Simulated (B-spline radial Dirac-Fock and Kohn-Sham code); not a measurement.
## Satellites and hypersatellites of the K lines of Yb

System: the free ytterbium atom, configuration 1s2 2s2 2p6 3s2 3p6 3d10 4s2 4p6 4d10 4f14 5s2 5p6 6s2.

Input of the calculation (task.json; shells as n, l, electrons):

```json
{"items": [{
  "Z": 70,
  "q": 0,
  "cfg": [[1, 0, 2], [2, 0, 2], [2, 1, 6], [3, 0, 2], [3, 1, 6], [3, 2, 10], [4, 0, 2], [4, 1, 6], [4, 2, 10], [4, 3, 14], [5, 0, 2], [5, 1, 6], [6, 0, 2]],
  "A": 174,
  "rrms": 5.3108,
  "do": ["binding", "quiet", "double"]
}]}
```

Launch: `python xray_run.py task.json out`

The computed values come from an atomic code on a B-spline grid: multi-electron Dirac-Fock with separately optimised hole states, Breit and Lamb-shift corrections added in first order. Each two-hole energy is an average over J within one jj subconfiguration, not an observable level; in light atoms, where LS coupling holds, the j-resolved values are not observed lines, and for a K spectator the Kα1 hypersatellite is nearly forbidden. No correlation.

Lines without a spectator: Kα2 (K-L2) 51349.9 eV, Kα1 (K-L3) 52385.1 eV, Kβ3 (K-M2) 59151.1 eV, Kβ1 (K-M3) 59373.9 eV. Shifts in eV with one spectator hole (a dash: not computed, or left out as unreliable):

```tsv
spectator hole	Kα2	Kα1	Kβ3	Kβ1
K (1s)	+904.0	+964.4	+1168.1	+1182.0
L2 (2p1/2)	+113.0	+150.2	–	+291.5
L3 (2p3/2)	+89.8	+96.8	+226.9	–
M2 (3p1/2)	–	+23.23	+46.1	+54.5
M3 (3p3/2)	+13.53	–	+40.6	+40.9
M4 (3d3/2)	+4.65	+1.27	–	–
M5 (3d5/2)	-0.42	+3.28	–	–
```
